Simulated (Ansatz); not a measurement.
# Ligand exchange: C2H5ClZn + SiH2(CH3)(NH2) → C2H7NZn + SiH2(CH3)Cl

Species: C2H5ClZn `C[CH2][Zn][Cl]`, singlet; SiH2(CH3)(NH2), singlet; C2H7NZn `C[CH2][Zn][NH2]`, singlet; SiH2(CH3)Cl ((chlorosilyl)methane), singlet. The partners trade Cl for NH2: Zn–Cl and Si–NH2 bonds give way to Zn–NH2 and Si–Cl.

Shapes, held fixed at every level: PBE0-D4/def2-TZVP. Flexible molecules stand in one conformer, not always the lowest. Programs: Ansatz 0.2.0. The zero-point and thermal change to 298 K, harmonic and unscaled (PBE0-D4/def2-TZVP), is -1.9 kJ/mol.

(1) Estimate ΔH(298 K) of this reaction.

## Answers

(1) wB97M-V/def2-TZVPP gives ΔH(298 K) = +73.4 kJ/mol; the levels span +63.5 to +101.4. The median of the levels is +73.3. No measured value is set beside it here. Relativity is left out for Zn.

```json
{"level": "HF/def2-SVP", "kind": "Hartree–Fock", "ΔH(298 K) (kJ/mol)": "+101.4"}
{"level": "HF/def2-TZVPP", "kind": "Hartree–Fock", "ΔH(298 K) (kJ/mol)": "+99.9"}
{"level": "SPW92/def2-TZVPP", "kind": "LDA", "ΔH(298 K) (kJ/mol)": "+63.5"}
{"level": "r2SCAN-D4/def2-TZVPP", "kind": "meta-GGA", "ΔH(298 K) (kJ/mol)": "+71.0"}
{"level": "BHLYP-D4/def2-TZVPP", "kind": "global hybrid", "ΔH(298 K) (kJ/mol)": "+83.9"}
{"level": "PBE0-D4/def2-TZVPP", "kind": "global hybrid", "ΔH(298 K) (kJ/mol)": "+73.1"}
{"level": "wB97X-V/def2-TZVPP", "kind": "range-separated hybrid", "ΔH(298 K) (kJ/mol)": "+73.2"}
{"level": "wB97M-V/def2-TZVPP", "kind": "range-separated hybrid", "ΔH(298 K) (kJ/mol)": "+73.4"}
```
